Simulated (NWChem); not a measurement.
System: CdSiH4SO; SMILES [Cd]([SH])[O][SiH3]

```xyz
8

Cd     0.1311    -0.3833     0.0023
S     -0.2464    -2.6780     0.0570
H     -0.5279    -2.7473    -1.2639
O      0.5281     1.5406    -0.0074
Si    -0.3075     2.9559     0.0165
H     -1.2225     3.0930    -1.1675
H      0.6469     4.1074    -0.0039
H     -1.1671     3.0874     1.2416
```
Atoms are numbered in this order, from 1.

Computed with NWChem. Coordinates come from a PBE0/def2-SVP optimisation. No frequency run checked for a minimum. def2 effective core potentials on Cd; no spin-orbit coupling. Ions are spin-unrestricted doublets at the neutral geometry; other ion states weren't tried.

For level B3LYP/def2-SVP:

```yaml
"−ε(HOMO) (eV)": 7.14
```

**Question.** Estimate the same quantities for level PBE/def2-SVP.

**Answer.** 
| Item | Result |
|---|---|
| −ε(HOMO) (eV) | 6.19 |
